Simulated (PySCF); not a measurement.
```xyz
5
charge 0 multiplicity 1, angstrom
Se    0.0000    0.0000   -0.3071
F     0.0000    1.8032   -0.1752
F     0.0000   -1.8032   -0.1752
F     1.3337    0.0000    0.8182
F    -1.3337    0.0000    0.8182
```

These are results of PBE/[Se def2-SVP, F def2-SVP], no relativity, density fitting, PySCF, not measurements.

This geometry of SeF₄ is a stationary point at this level.

Question: What is the point group?

Answer: C2v.

Question: Is it a minimum?

Answer: Yes: all harmonic wavenumbers are real.

Question: Which band is strongest in the infrared?

Answer: 647 cm⁻¹ (b2), 249 km/mol.

Question: What are the dipole moment and the gap between the highest occupied and lowest empty levels?

Answer: 1.82 D and 4.65 eV.
